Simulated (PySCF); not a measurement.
Cd: ionisation energy

Cd [Kr] 4d10 5s2 (1S) → Cd⁺ [Kr] 4d10 5s1 (2S), as a difference of total energies. Calculation: PySCF 2.14, in ANO-RCC-VTZP (7s6p4d2f1g, 68 functions); the spin-free X2C one-electron Hamiltonian (Gaussian nucleus). Correlated levels: valence: [Kr] frozen; valence and next inner shell: [Ar] 3d10 frozen. The calculations carry no spin-orbit coupling.

```
                            method  ionisation energy (eV)
                               UHF                   7.336
                               LDA                   9.456
                               PBE                   9.062
                              PBE0                   8.781
                            r2SCAN                   8.855
                            PBEsol                   9.077
                               M06                   9.182
                             TPSSh                   8.748
                 SCS-MP2 (valence)                   8.801
MP2 (valence and next inner shell)                   8.922
```

Q: Estimate what MP2 (valence) gives.

A: 8.828 eV, closest to r2SCAN among the rows shown.

Q: Estimate what SCS-MP2 (valence and next inner shell) gives.

A: 8.867 eV, closest to r2SCAN among the rows shown.

Errors of the correlated levels include the incompleteness of this basis and the frozen core.

For comparison: 8.994 eV (measured; NIST Atomic Spectra Database, ionization energies).
